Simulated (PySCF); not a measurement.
**BH₃ + 3 Br₂ → BBr₃ + 3 HBr**

Level: B3LYP in the def2-TZVP basis family, all electrons, no relativity, computed in PySCF with density fitting; open shells unrestricted.

```csv
species,state and structure,E (Eh),ZPE (kJ/mol),H(298 K) − H(0) (kJ/mol),S° (J/(mol K))
BH₃,"singlet, D3h, B–H 1.189 Å (×3)",-26.62383,68.9,10.1,188.3
Br₂,"singlet, D∞h, Br–Br 2.316 Å",-5148.35943,1.9,9.7,245.5
BBr₃,"singlet, D3h, B–Br 1.909 Å (×3)",-7747.51130,15.3,15.7,324.5
HBr,"singlet, C∞v, H–Br 1.425 Å",-2574.78890,15.7,8.7,198.5
```

Task: What is the electronic reaction energy?

Result: At B3LYP/def2-TZVP, ΔE = -461.8 kJ/mol from the differences of the total energies times 2625.5, downhill. 

Task: Add zero-point, thermal and entropy terms for 298.15 K and 1 bar.

Result: ΔZPE = -12.2 and Δ[H(298) − H(0)] = 2.6 kJ/mol give ΔH° = -471.4 kJ/mol. ΔS° = -4.8 J/(mol K), so ΔG° = -471.4 − 298.15 × (-0.0048) = -470 kJ/mol.

Only the bonding shown was studied: isomers, or loss of a ligand pair, can lie lower.
